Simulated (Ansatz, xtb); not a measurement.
C4H7FSeSi: which of two isomers lies lower

Structure a: `F[C@@H]1C=C[SiH2][Se]C1`, a singlet. Structure b: `FC1=C[Se][SiH2]CC1`, a singlet. Both are isolated molecules in the gas phase, relaxed with B3LYP-D3(BJ)/def2-SVP; the shapes shown needn't be the lowest conformers.

a (Å):

```xyz
14

C     0.6018    0.0841    1.9132
C    -0.8897   -0.1318    1.9718
C    -1.7368   -0.3406    0.9524
C     1.3415   -0.6475    0.8056
F     1.1265   -0.3611    3.1286
Se    0.9492    0.0813   -0.9970
Si   -1.2916   -0.3943   -0.8639
H     0.8177    1.1669    1.8467
H    -1.2681   -0.0916    3.0010
H    -2.7941   -0.4863    1.2114
H    -1.6402   -1.7288   -1.4365
H    -2.0299    0.6417   -1.6399
H     2.4227   -0.5129    0.9421
H     1.1153   -1.7224    0.8348
```

b (Å):

```xyz
14

C    -1.1419   -0.4254    2.4409
C    -2.2844   -0.6011    1.7673
C     0.7123   -1.2345    0.9141
C     0.2032   -0.1172    1.8534
F    -1.1378   -0.5787    3.7806
Se   -2.3964   -0.4105   -0.1411
Si   -0.4464   -1.5808   -0.5549
H    -3.2074   -0.8538    2.2925
H    -0.6948   -3.0444   -0.6905
H     0.0861   -1.0650   -1.8481
H     1.7101   -0.9704    0.5256
H     0.8307   -2.1707    1.4835
H     0.9083    0.0429    2.6826
H     0.1345    0.8289    1.2885
```

Quicker runs give these differences E(b) − E(a): GFN2-xTB −0.206 eV; HF/STO-3G −0.437 eV (at GFN2-xTB geometries); r2SCAN-D4/def2-SVP −0.122 eV (at GFN2-xTB geometries).

Task: Estimate E(b) − E(a) at the level CCSD(T)/def2-SVP + ΔMP2/def2-TZVPP.

Result: Too close to call at this level: CCSD(T)/def2-SVP + ΔMP2/def2-TZVPP gives E(b) − E(a) = +0.035 eV.

How the difference moves with the method:

| level | geometry | E(b) − E(a) (eV) | departure from the last row (eV) | job, with rough time for the two |
| --- | --- | --- | --- | --- |
| GFN2-xTB | GFN2-xTB | −0.206 | −0.241 | optimisation, 0.26 s |
| HF/STO-3G | GFN2-xTB | −0.437 | −0.472 | single point, 0.6 s |
| r2SCAN-D4/def2-SVP | GFN2-xTB | −0.122 | −0.157 | single point, 4.8 s |
| B3LYP-D3(BJ)/def2-SVP | B3LYP-D3(BJ)/def2-SVP | −0.054 | −0.088 | optimisation, 98 s |
| HF/def2-SVP | B3LYP-D3(BJ)/def2-SVP | +0.136 | +0.102 | part of the CCSD(T) run |
| MP2/def2-SVP | B3LYP-D3(BJ)/def2-SVP | −0.048 | −0.082 | part of the CCSD(T) run |
| CCSD(T)/def2-SVP | B3LYP-D3(BJ)/def2-SVP | −0.002 | −0.036 | single point |
| CCSD(T)/def2-SVP + ΔMP2/def2-TZVPP | B3LYP-D3(BJ)/def2-SVP | +0.035 |  | single point, 2 min |

As drawn, both hold the same kinds of bond in the same numbers.

The largest departure from CCSD(T)/def2-SVP + ΔMP2/def2-TZVPP is that of HF/STO-3G, 0.472 eV. The last row adds to CCSD(T) the change of the MP2 difference between the two basis sets, here +0.036 eV.

With thermal terms from frequencies at re-optimised GFN2-xTB minima (ideal gas, soft modes damped towards free rotors, one conformer each, 298.15 K, 1 atm): on the last row, ΔE + ΔZPE = +0.050, ΔH = +0.052, ΔG = +0.048 eV.

The correlated steps freeze 19 core orbitals; the filled d shell of Se is correlated, in a basis made for valence electrons. Mirror images aren't counted in ΔG. Programs: Ansatz 0.2.0, xtb 6.7.1; the last row on 4 threads of Arm Neoverse V1 on a shared host.
